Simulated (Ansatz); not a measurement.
```xyz
8

B     0.0000    0.0000    0.9513
B     0.0000    0.0000   -0.9513
H     1.0728    0.0000    0.0000
H    -1.0728    0.0000    0.0000
H     0.0000    1.1357    1.5840
H     0.0000   -1.1357    1.5840
H     0.0000    1.1357   -1.5840
H     0.0000   -1.1357   -1.5840
```

Basis set: 6-31G* (spherical functions). Frozen core: 2 orbitals. Charge 0, multiplicity 1.

Computed with Ansatz (development build ahead of 0.2.0); each method stands on the lowest determinant of its kind that the runs found. Restricted open shells among the atoms or ions are ROHF, correlated in semicanonical orbitals with singles.

Problem. Give the atomization energy at this shape (free ground-state atoms in the same class of orbitals less the molecule, no zero-point energy) of singlet B₂H₆ by RHF-MP2, RHF.

Solution.

```csv
method,atomization energy
RHF-MP2,534.15 kcal/mol
RHF,469.19 kcal/mol
```

Caution: no unrestricted run beside it, a lower state can exist; the shape is not the minimum.
